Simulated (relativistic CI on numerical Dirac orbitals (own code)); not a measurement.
**Ti2+ (3d2) in a crystal field**

Calculated by Dirac-Coulomb-Breit CI, separate exchange-only KLI orbitals for each configuration, model QED (radiative potential, 1s self-energy scaled to tabulated hydrogen-like ionisation energies), valence Slater integrals scaled by 0.65, one configuration in a parametric crystal field (own radial code).

Field parameters in Wybourne normalisation: D3d B²₀ = −7Dσ, B⁴₀ = −14Dq − 21Dτ, B⁴₃ = −14√(10/7) Dq. The field is a parameter set, without covalency.

S is read from ⟨S²⟩ = S(S + 1).

Levels (cm⁻¹, degeneracy): 0 (2), 88 (2), 179 (1), 183 (1), 1989 (2), 1992 (1), 6782 (1), 6794 (1), 6825 (2), 6877 (2), 6877 (1), 6885 (2).

**Question.** Which field gives this pattern?
A. D3d, 10Dq = 5400, Dσ = -540, Dτ = 300 cm⁻¹
B. D3d, 10Dq = 5850, Dσ = -780, Dτ = 270 cm⁻¹
C. D3d, 10Dq = 22150, Dσ = -820, Dτ = -250 cm⁻¹
D. D3d, 10Dq = 17300, Dσ = -990, Dτ = 150 cm⁻¹

**Answer.** A. D3d, 10Dq = 5400, Dσ = -540, Dτ = 300 cm⁻¹, ground level with S = 1.00.
